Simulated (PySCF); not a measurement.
C₂H₆BFN₂, SMILES C/N=C/B(N)F.

Coordinates come from a B3LYP-D3(BJ)/def2-SVP optimisation. The structure was generated by enumeration; whether it is a known compound was not checked. One conformer was computed; it need not be the lowest.

Two levels are set side by side: PBE/def2-TZVP (PySCF) and r2SCAN/def2-TZVP (PySCF). Same geometry, gas phase. Differences are taken from unrounded values.

```tsv
quantity	r2SCAN	PBE	PBE minus r2SCAN
orbital gap (eV)	4.10	3.64	-0.46
highest occupied level (eV)	-6.10	-5.79	0.31
lowest empty level (eV)	-2.00	-2.15	-0.16
dipole moment (D)	1.36	1.35	-0.01
mean polarisability (bohr³)	56.3	58.0	1.7
```

Rough cost on one machine, each run with all the roots and properties that it gave: r2SCAN against PBE about 3 times.
